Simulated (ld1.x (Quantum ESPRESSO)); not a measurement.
Values are calculated unless marked as measured or tabulated.
## Pseudopotentials across the periodic table

Generated with ld1.x 7.5 (TM, RRKJ, ultrasoft, PAW), atompaw 4.2 or ONCVPSP 4.0.1. The cutoff is in Ry: for ld1.x and atompaw files where the sum of valence levels is converged to 10 mRy in a Bessel basis, for ONCV files where the hardest occupied wave has 1 mHa per electron of residual kinetic energy. The error is the largest all-electron minus pseudo excitation energy over each file’s own four to seven test configurations (ionisations up to +4, promotions, holes and added fractions of an electron), all of which were solved. The labels leave out finer settings (local radius, basis sizes, second energies), which also bear on the numbers. Spin-polarised tests are not counted. The rows are a selection from randomly drawn settings: files with unsolved tests, undetermined cutoffs or missed reference levels are left out.

A true bound ghost makes a file unfit for plane-wave use even where its test errors are small: the radial tests pick states by their node count and pass the ghost by.

```tsv
element	potential	cutoff (Ry)	largest error (meV)	bound ghosts
Ni	TM, LDA (PZ), scalar-relativistic, rc 1.85/2.40/1.00/2.35 (spdf), local d, core correction yes, reference 3d8.5 4s1.5 4p0	230	-276	s, p
Sr	TM, LDA (PZ), fully relativistic, rc 2.55/4.20/3.45 (spd), local smoothed, core correction yes, reference 4d0 5s2 5p0	10	-43	none
In	ultrasoft, LDA (PZ), fully relativistic, rc 2.05/3.20/1.75 (spd), local smoothed, core correction yes, reference 4d10 5s2 5p1	40	-42	none
Ir	TM, PBE, scalar-relativistic, rc 2.45/2.85/1.30 (spd), local s, core correction no, reference 5d7 6s0 6p0	40	+96	none
```

**Question.** Fill in the row for In: PAW, PBE, scalar-relativistic, rc 2.00/3.20/1.50 (spd), local smoothed, core correction yes, reference 4d10 5s2 5p1.

**Answer.** cutoff 60 Ry, largest error +129 meV, bound ghosts: s.

**Question.** Fill in the row for Cl: PAW, PBE, scalar-relativistic, rc 1.40/1.45 (sp), local smoothed, core correction yes, reference 3s1 3p6.

**Answer.** cutoff 25 Ry, largest error -58 meV, bound ghosts: none.

**Question.** Fill in the row for Ir: TM, LDA (PZ), scalar-relativistic, rc 1.70/1.65/1.85 (spd), local smoothed, core correction no, reference 5s2 5p6 5d7 6s0 6p0.

**Answer.** cutoff 50 Ry, largest error +930 meV, bound ghosts: none.
